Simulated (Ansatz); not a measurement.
CH2BrFOSi, SMILES `FC1(Br)O[SiH2]1`. Total charge 0; spin multiplicity 1. Correlated methods include outer-core shells of Br, which these sets cover unevenly. Scalar relativity is left out up to krypton.

Z-matrix (Å, degrees):
```
C
Br 1 1.934
O 1 1.391 2 114.1
F 1 1.342 2 108.6 3 126.7
Si 1 1.816 2 124.0 3 -71.5
H 5 1.475 1 121.5 2 -162.1
H 5 1.475 1 121.7 2 4.0
```

(1) Give the diagnostics of a CCSD(T)/def2-TZVPP run (frozen core, the Gaussian-basis code of Ansatz). (Estimate.)

Answers

(1) Ansatz gave: T1 = 0.0128, largest single amplitude 0.026, largest double 0.022, (T) share of the correlation energy 3.8 %, 10 CCSD cycles. The RHF solution is stable towards an unrestricted one. T1 lies under the customary mark of 0.02 for closed shells.
